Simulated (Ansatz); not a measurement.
System: YI2 (charge +1, singlet). The spin state was set by rule; other spins were not relaxed. 
Coordinates optimised at B3LYP-D3(BJ)/def2-TZVP (Ansatz, an electronic-structure program):
```xyz
3

Y      1.1161    -0.0249    -0.0088
I     -0.3831     1.7446    -1.4282
I     -0.4381    -1.7262     1.4346
```
Charge +1, spin multiplicity 1.

Basis-set convergence of Hartree-Fock and CCSD correlation energies (hartree) with Ansatz. Cores are frozen in the correlated levels unless marked. No spin-orbit coupling. Frozen are the shells of the preceding noble gas and the d and f shells that filled before the atom's block. In def2 rows, elements after Kr have scalar-relativistic effective core potentials.

| basis | functions | E(HF) | E(corr, CCSD) |
|---|---|---|---|
| def2-SVP | 83 | -631.10660 | -0.24908 |
| def2-TZVPP | 156 | -631.13890 | -0.33811 |
| def2-QZVPP | 245 | -631.14306 | -0.37915 |

Extrapolating the two largest sets (X = 3 and 4) as X^-3: E(corr) = (64·(-0.37915) - 27·(-0.33811))/37 = -0.4091 Eh, an estimate of the basis-set limit. The largest set recovers 92.7 % of it, the smallest 60.9 %.
